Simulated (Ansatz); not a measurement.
Frontier orbitals of C3H6BI (`C=CBCI`).

```xyz
11

C    -1.713   -0.389    1.168
C    -0.518   -0.572    0.600
B     0.159    0.541   -0.225
C     1.624    0.413   -0.737
I     0.901   -0.374   -2.625
H    -2.262    0.537    1.020
H    -2.186   -1.137    1.798
H    -0.011   -1.521    0.779
H    -0.438    1.553   -0.460
H     2.178    1.310   -0.994
H     2.266   -0.362   -0.324
```

Charge 0, multiplicity 1. Correlated methods include outer-core shells of I, which these sets cover unevenly. I takes the def2 core potential. The geometry is a stationary point of PBE0-D4/def2-TZVP. It is one conformer, not always the lowest. Basis def2-TZVPP, Ansatz.

```csv
functional,HOMO (eV),LUMO (eV),gap (eV)
LDA (SPW92),-6.51,-2.88,3.63
PBE,-6.34,-2.63,3.71
BLYP,-6.15,-2.48,3.67
PBE0,-7.38,-1.74,5.64
HSE06 (plane-wave form),-7.00,-2.11,4.89
CAM-B3LYP,-8.60,-0.68,7.92
ωB97M-V,-9.47,0.19,9.66
```

Against PBE, PBE0 changes HOMO and LUMO by −1.05 and +0.90 eV, ωB97M-V by −3.13 and +2.82 eV. A gap of 3.70 eV thus becomes 9.66 eV for the same molecule, so an orbital gap means little without its functional. A positive LUMO is unbound and depends on the basis.
